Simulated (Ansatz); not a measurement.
Geometry optimisation, RKS PBE/def2-SVP (Ansatz).

input.yaml

```yaml
crystal:
  periodic: [false, false, false]
  atoms:
    - { symbol: C, position_ang: [0.3931, 0.8703, -0.0133] }
    - { symbol: C, position_ang: [-0.1883, -0.3979, -0.5131] }
    - { symbol: O, position_ang: [0.1834, -0.8587, -1.5806] }
    - { symbol: Se, position_ang: [-1.4206, -1.3473, 0.5076] }
    - { symbol: H, position_ang: [1.4457, 0.8379, 0.0973] }
    - { symbol: H, position_ang: [0.1192, 1.7244, -0.7695] }
    - { symbol: H, position_ang: [-0.0978, 1.1881, 0.9476] }
    - { symbol: H, position_ang: [-0.3425, -2.0738, 1.2681] }
basis:
  gaussian: { orbitals: def2-SVP }
hamiltonian:
  xc: pbe
relax:
  f_tol: 0.015
  max_steps: 40
```

Command:

```bash
$ ansatz run input.yaml --threads 2 --pin off --max-ram 3072MiB --backend cpu --events-out ev --progress --plain --runs-dir out
```

Q: Where does it end, and by what steps?

A: It converged. The force dipped under the threshold on the way, but the program's further checks kept it going. After 24 steps the energy has fallen by 0.816 eV; H8 moved furthest, 1.62 Å.

```tsv
step	energy less start (eV)	largest force component (eV/Å)	accepted
0	0.0000	2.910	yes
1	-0.2836	2.839	yes
2	-0.4066	2.008	yes
3	-0.4706	1.004	yes
4	-0.5202	0.577	yes
5	-0.6000	0.546	yes
6	-0.6630	0.618	yes
7	-0.7393	0.227	yes
8	-0.7568	0.429	yes
9	-0.7895	0.064	yes
10	-0.7775	0.624	no
11	-0.7930	0.050	yes
12	-0.7970	0.134	yes
13	-0.7985	0.245	yes
14	-0.8094	0.046	yes
15	-0.8104	0.092	yes
16	-0.7907	0.525	no
17	-0.8141	0.052	yes
18	-0.8136	0.205	no
19	-0.8147	0.125	yes
20	-0.8154	0.066	yes
21	-0.8156	0.044	yes
22	-0.8145	0.128	no
23	-0.8158	0.004	yes
24	-0.8158	0.005	yes
```

```xyz
8
Properties=species:S:1:pos:R:3
C 0.461 0.741 0.034
C 0.078 -0.537 -0.682
O 0.499 -0.884 -1.758
Se -1.222 -1.709 0.257
H 1.190 1.293 -0.589
H -0.436 1.369 0.208
H 0.906 0.512 1.023
H -1.384 -0.841 1.453
```

Time of the run: 26 s on 2 threads of Intel(R) Xeon(R) Platinum 8488C (Sapphire Rapids), on a shared host, peak memory 0.15 GiB.
